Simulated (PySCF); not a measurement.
## Checking a proposed structure

A compound C6H9FSi gives the data below (simulated from a calculation) and was assigned the structure `CC#C[Si@H]1C[C@H](F)C1`.

13C{1H} NMR (computed): δ 149.1 (C), 137.7 (CH2), 91.4 (CH), 87.3 (C), 79.6 (CH), 28.5 (CH3).

1H NMR (400 MHz, computed): δ 6.14 (br s, 1H), 5.80 (br s, 1H), 5.39 (m, 1H), 4.52 (m, 1H), 4.49 (m, 1H), 2.69 (d, 1H), 2.24 (s, 3H).

[PySCF 2.14.0 with density-fitted response routines: GFN2-xTB structure; GIAO PBE0/pcSseg-1 shieldings; no solvent model; rapidly exchanging positions averaged; one conformer; non-relativistic Hamiltonian]

References, each an isolated molecule treated in the same way: 1H (σref 31.72), 13C (σref 186.93) vs TMS.

(1) Compare with the shifts computed for the proposed structure, pairing carbons in order of shift.

(2) Which isomer fits?

Answers

(1) Atoms are numbered as in `[CH3:1][C:2]#[C:3][Si@H:4]1[CH2:5][C@H:6]([F:7])[CH2:8]1` (H(Xn): hydrogen on atom n).

```json
{"atom": "C2", "computed for proposal": "116.1", "given list": "149.1", "difference": "-33.0"}
{"atom": "C6", "computed for proposal": "90.4", "given list": "137.7", "difference": "-47.3"}
{"atom": "C3", "computed for proposal": "84.0", "given list": "91.4", "difference": "-7.4"}
{"atom": "C5", "computed for proposal": "27.9", "given list": "87.3", "difference": "-59.4"}
{"atom": "C8", "computed for proposal": "27.9", "given list": "79.6", "difference": "-51.7"}
{"atom": "C1", "computed for proposal": "6.0", "given list": "28.5", "difference": "-22.5"}
```

The rms difference is 41.0 ppm and the largest -59.4 ppm at C5 (sp3 CH2 bonded to Si). The proposal also would give 5 carbon signals, not 6. The carbon types in order of shift don't match either: C, CH, C, CH2, CH2, CH3 for the proposal against C, CH2, CH, C, CH, CH3 in the data. The proposal doesn't fit.

(2) SMILES C#C[C@H](F)[SiH2]C(=C)C.

Carbon types of the structure: 2 × C, 2 × CH, 1 × CH2, 1 × CH3, leaving 2 H on heteroatoms. δC 149.1: fully substituted alkene carbon; as expected for a trigonal carbon in a double bond. δC 137.7: terminal =CH2 carbon; the olefinic region. δC 87.3: alkyne carbon; sp carbons lie upfield of alkene carbons because the cylindrical π system leaves one tensor component strongly shielded. δC 79.6: propargylic sp3 CH bonded to F and Si; the inductive effect lowers its shielding.

Other isomers checked: C#C[Si@]1(C)C[C@H](F)C1 (rms 42.3 ppm).

This is the structure that produced the data.

Splittings by 19F in the carbon and heteronuclear signals aren't shown, as no couplings were computed. Shifts are as computed. Against solution values, carbons near 30 ppm lie about +3 ppm off and those near 130 ppm about +5 ppm. Of 1211 compounds with measured shifts, 218 miss one by over three times the rms of a fit or turn the order of signals round; such compounds aren't used in these exercises. Multiplicities follow the n + 1 count of equivalent neighbours, as no J values were calculated; m marks all less simple cases, F and P coupling included.
